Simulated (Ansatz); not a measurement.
Input for Ansatz (an electronic-structure program): U-CCSD(T)/cc-pV(Q+d)Z on OSi (SMILES O=[Si]), 2S+1 = 1, a spin state set in the input, which need not be the lowest, at the other state's geometry. Files ending in .json are basis or fitting sets from the Basis Set Exchange.

Ansatz 0.2 input:
```yaml
crystal:
  periodic: [false, false, false]
  atoms:
    - {symbol: O, position_ang: [-0.00000000, -0.00000000, -1.00159084]}
    - {symbol: Si, position_ang: [0.00000000, 0.00000000, 0.57233762]}
basis:
  gaussian:
    orbitals: cc-pV_Q+d_Z.json
correlation: {method: ccsd_t, electrons: outside_noble_gas}
scf: {omitted_lower_state_checks: [cluster_reference]}
magnetization: {spin_polarized: true, initial_magnetization: 0}
```

Output:

```
WARN ansatz: RAYON_NUM_THREADS=1 ignored (pool sized by the plan → 1); use --threads N
Functional definition: HF
these checks for a lower state are left out or cut short: cluster_reference
integrals: 0.29 GiB planned
748 factors; integrals over basis functions are off by at most 6.4e-4 eV
mean field: 0.31 GiB planned
mean field evaluation 1: about -9895.3290 eV, gradient 3.6e1 eV
mean field evaluation 2: about -9895.3738 eV, gradient 3.6e1 eV
mean field evaluation 4: about -9900.6138 eV, gradient 2.2e0 eV
mean field evaluation 8: about -9900.6736 eV, gradient 9.0e-2 eV
mean field evaluation 16: about -9894.3744 eV, gradient 2.3e1 eV
mean field evaluation 32: about -9900.5739 eV, gradient 1.8e0 eV
mean field evaluation 64: about -9899.0368 eV, gradient 6.6e0 eV
mean field evaluation 96: about -9900.6562 eV, gradient 1.4e-1 eV
mean field -9900.67368736 eV, -363.8430470927 hartree, gradient 2.7e-6 eV, S^2 0.000000; 11 other end points of the search recorded, 0 dependent functions left out
6 core orbitals not correlated
reference -9900.67368736 eV, -363.8430470927 hartree; 5, 5 occupied and 108, 108 virtual orbitals, 748 factors
second order -10.03423557 eV of doubles, -0.00000000 eV of singles
coupled cluster: 0.69 GiB planned
cycle   1  -9.35657775 eV  change    6.8e-1 eV  update   1.4e-1
cycle   2  -9.77439912 eV  change   -4.2e-1 eV  update   7.0e-2
cycle   3  -9.90958853 eV  change   -1.4e-1 eV  update   2.8e-2
cycle   4  -9.90129310 eV  change    8.3e-3 eV  update   8.8e-3
cycle   5  -9.90002755 eV  change    1.3e-3 eV  update   3.1e-3
cycle   6  -9.90066995 eV  change   -6.4e-4 eV  update   1.2e-3
cycle   7  -9.90000424 eV  change    6.7e-4 eV  update   4.3e-4
cycle   8  -9.90008430 eV  change   -8.0e-5 eV  update   1.1e-4
cycle   9  -9.90013770 eV  change   -5.3e-5 eV  update   3.8e-5
cycle  10  -9.90011724 eV  change    2.0e-5 eV  update   1.4e-5
cycle  11  -9.90010764 eV  change    9.6e-6 eV  update   5.9e-6
perturbative correction -0.57356503 eV, -0.0210781262 hartree
Total energy: -9911.14736003 eV, -364.2279474641 hartree
Checks for a lower state left out: cluster_reference
```

The run converged.

Cost: roughly 15 core-seconds.
